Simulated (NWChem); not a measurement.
Species: C$_{2}$H$_{7}$O cation; SMILES C([OH2+])C

```xyz
10

C      0.2885    -1.2588     0.0000
C     -0.6098    -0.0653     0.0000
O      0.1819     1.2369     0.0000
H     -0.3567    -2.1523     0.0000
H      0.9163    -1.3174    -0.9018
H      0.9163    -1.3174     0.9018
H     -1.2343     0.0439     0.8957
H     -1.2343     0.0439    -0.8957
H      0.7326     1.3746    -0.7956
H      0.7326     1.3746     0.7956
```
Atoms are numbered in this order, from 1.

All runs: NWChem. All runs use the structure optimised with PBE0/def2-SVP.

Question: Estimate the computed values for PW91/def2-SVP. Quantities: highest occupied level (eV); orbital gap (eV).

Answer: 
```
Property                      Value
---------------------------  ------
highest occupied level (eV)  -14.25
orbital gap (eV)               7.51
```
